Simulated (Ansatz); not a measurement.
`BSCN` and `CSCN` differ in one atom or group.

Ansatz, PBE0-D4/def2-TZVP geometries, multiplicity 1. Each molecule was computed in one conformer, which needn't be the lowest.

```tsv
property	`BSCN`
HOMO energy (PBE0/def2-TZVPP) / eV	-7.30
HOMO–LUMO gap (PBE0/def2-TZVPP) / eV	6.26
HOMO energy (PBE/def2-TZVPP) / eV	-5.85
HOMO energy (ωB97M-V/def2-TZVPP) / eV	-9.64
HOMO energy (B3LYP/def2-TZVPP) / eV	-7.06
ideal-gas entropy at 298 K and 1 bar (rigid rotor, harmonic PBE0-D4/def2-TZVP) / J/(mol·K)	315
```

Give the same properties after the change, and the shifts. (Estimate.)

The calculation gave: 
| property | `CSCN` | shift |
| --- | --- | --- |
| HOMO energy (PBE0/def2-TZVPP) / eV | -6.31 | 0.99 |
| HOMO–LUMO gap (PBE0/def2-TZVPP) / eV | 7.17 | 0.91 |
| HOMO energy (PBE/def2-TZVPP) / eV | -5.06 | 0.79 |
| HOMO energy (ωB97M-V/def2-TZVPP) / eV | -8.56 | 1.08 |
| HOMO energy (B3LYP/def2-TZVPP) / eV | -6.09 | 0.97 |
| ideal-gas entropy at 298 K and 1 bar (rigid rotor, harmonic PBE0-D4/def2-TZVP) / J/(mol·K) | 316 | 1 |

With PBE0 the HOMO rises by 0.99 eV and the LUMO rises by 1.90 eV, so the gap widens by about 0.91 eV. PBE moves the HOMO by 0.79 eV and ωB97M-V by 1.08 eV. The zero-point energy changes by 42.7 kJ/mol with +3 modes.

B3LYP here is the variant with VWN-RPA as its local correlation; programs differ in this.
